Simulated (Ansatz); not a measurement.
The first iterations of a band of FH + H4O2Sn (9 atoms, charge 0, multiplicity 1).

Computed with RHF/def2-SVP in Ansatz.

```
movable images  : 7
climbing image  : yes
spring          : 5.0 eV/Å²
optimiser       : quadratic models (default)
start path      : through a guess of the saddle point
force threshold : 0.2 eV/Å
iteration limit : 60
end points      : relaxed
```

First end point:

```xyz
9
Properties=species:S:1:pos:R:3
Sn -0.363 -0.543 0.183
H -0.570 -0.780 1.846
O 1.557 -0.039 -0.028
H 2.013 -0.264 -0.825
O -1.345 1.002 -0.489
H -1.031 1.838 -0.170
H -0.700 -1.840 -0.856
F 1.062 2.284 0.918
H 1.503 1.558 0.560
```

Last end point:

```xyz
9
Properties=species:S:1:pos:R:3
Sn 0.010 -0.021 -0.611
H 0.437 0.065 4.073
O 1.645 -0.393 -1.578
H 2.110 0.319 -1.992
O -1.108 1.196 -1.630
H -1.221 2.076 -1.302
H -0.738 -1.446 -0.131
F 0.496 1.041 0.913
H 0.497 0.379 3.397
```

| iteration | highest image above the first end (eV) | largest band force component (eV/Å) |
| --- | --- | --- |
| 1 | 39.488 | 216.650 |
| 2 | 4.723 | 27.349 |
| 3 | 2.651 | 16.083 |
| 4 | 2.078 | 6.080 |
| 5 | 2.041 | 4.450 |
| 6 | 1.610 | 1.382 |

Problem. Does the band converge within its limit, and where does its top end?

Solution. It converged. It ended after 20 iterations with the highest image 2.449 eV above the first end. The threshold of 0.2 eV/Å is loose, so the images may lie well off the minimum-energy path. Neighbouring images differ by up to 1.9 eV, so the band resolves the path poorly. The order of the stationary point at the top wasn't checked. The orbitals stay closed-shell, which can raise the energy where a bond breaks towards radicals; this wasn't checked here.

Time of the run: 4.5 min on 1 thread of Arm Neoverse V2 (shared host), peak memory 0.19 GiB.
